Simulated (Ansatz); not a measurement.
Cost and result up the ladder for Ba2O2 (4 atoms). Charge 0, multiplicity 1. Geometry: PBE0-D4/def2-TZVP.

```xyz
4

Ba    1.928   -0.119    0.560
Ba   -1.263   -0.050   -1.565
O    -0.400   -0.644    0.580
O    -0.265    0.813    0.425
```

Ansatz on 4 threads of Arm Neoverse V1 on a shared host. Times are rough, and most runs start from the orbitals of an earlier one. No level here is sound enough to serve as a yardstick. Binding counts from free atoms at the same level (Ba singlet, O triplet; other spins of the atoms weren't run), without zero-point energy or a counterpoise term.

In the def2 sets Ba takes a core potential; there is no spin–orbit coupling. HSE06 is defined as in plane-wave codes, on full-range PBE exchange. Correlated methods freeze 2 core orbitals; core or outer-core shells of Ba are correlated, in sets that lack core-valence functions. The structure holds 1 bond(s) between oxygen atoms. Another isomer (singlet) lies 3.53 eV lower at PBE0-D4/def2-TZVP; other spin states weren't run for this one.

Correlated methods converge slowly with the basis.

```csv
level,functions,wall time,binding energy per atom (eV),remarks
HSE06-D4/def2-TZVP,142,2.4 s,2.82,restricted SCF unstable in HF
PBE-D4/def2-TZVP (with forces),142,2.4 s,3.09,restricted SCF unstable in HF
PBE0-D4/def2-TZVP,142,2.7 s,2.81,restricted SCF unstable in HF
r2SCAN-D4/def2-TZVP,142,3.8 s,2.97,restricted SCF unstable in HF
r2SCAN0-D4/def2-TZVP,142,3.8 s,2.71,restricted SCF unstable in HF
CCSD(T)/def2-TZVPP,142,32 s,2.65,"large T1 (0.022), restricted SCF unstable"
```
